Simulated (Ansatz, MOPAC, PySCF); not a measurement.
Process, species as SMILES: CC(F)F -> C[C-](F)F + H+

Wanted: gas-phase deprotonation energy (enthalpy at 298 K), in kcal/mol. Conventions: frozen cores in correlated levels; no spin-orbit coupling; no dispersion term unless named; non-relativistic. CBS marks a two-point X^-3 extrapolation of the correlation energy; Hartree-Fock from the larger set. First-principles rows: single points at B3LYP-D3(BJ) geometries (Ansatz, an electronic-structure program), with unscaled harmonic terms from B3LYP/6-31G* (Ansatz) at its own minima. Semi-empirical rows: MOPAC heats of formation at their own minima for 298 K, the proton's as measured. Anions need diffuse functions, which STO-3G, LANL2DZ, def2-SVP, cc-pVDZ and Pople sets without + lack.

| species | coefficient | E at BP86/def2-SVP (PySCF), Eh | E at wB97M-V/def2-TZVPD (Ansatz), Eh | H(298 K) - E, kcal/mol | heat of formation at PM6 (MOPAC), kcal/mol |
|---|---|---|---|---|---|
| CC(F)F | -1 | -278.09033 | -278.34052 | 41.59 | -117.06 |
| C[C-](F)F | +1 | -277.42380 | -277.69979 | 31.20 | -110.78 |
| H+ | +1 | 0.00000 | 0.00000 | 1.48 | 365.69 |

Coupled cluster (Ansatz) is a level with limits of its own, used here on species with T1 under 0.025 (0.045 for open shells) and stable references: CCSD(T)/CBS(aug-cc-pVTZ,aug-cc-pVQZ). Value to compare with, CCSD(T)/CBS(aug-cc-pVTZ,aug-cc-pVQZ) (Ansatz): 397.7 kcal/mol. 1 Eh = 627.5095 kcal/mol.

Problem. Compute it at each level from the table, and compare with CCSD(T)/CBS(aug-cc-pVTZ,aug-cc-pVQZ) (Ansatz).

Solution. 
- BP86/def2-SVP: the sum of coefficient times E is 0.66653 Eh, or 418.25 kcal/mol; the thermal terms add -8.91. Result: 409.3 kcal/mol. Its difference against CCSD(T)/CBS(aug-cc-pVTZ,aug-cc-pVQZ) (Ansatz) is 11.6 kcal/mol.
- wB97M-V/def2-TZVPD: the sum of coefficient times E is 0.64073 Eh, or 402.06 kcal/mol; the thermal terms add -8.91. Result: 393.2 kcal/mol. Its difference against CCSD(T)/CBS(aug-cc-pVTZ,aug-cc-pVQZ) (Ansatz) is -4.5 kcal/mol.
- PM6: the sum of coefficient times heat of formation is 371.97 kcal/mol; it needs no thermal term. Its difference against CCSD(T)/CBS(aug-cc-pVTZ,aug-cc-pVQZ) (Ansatz) is -25.7 kcal/mol.
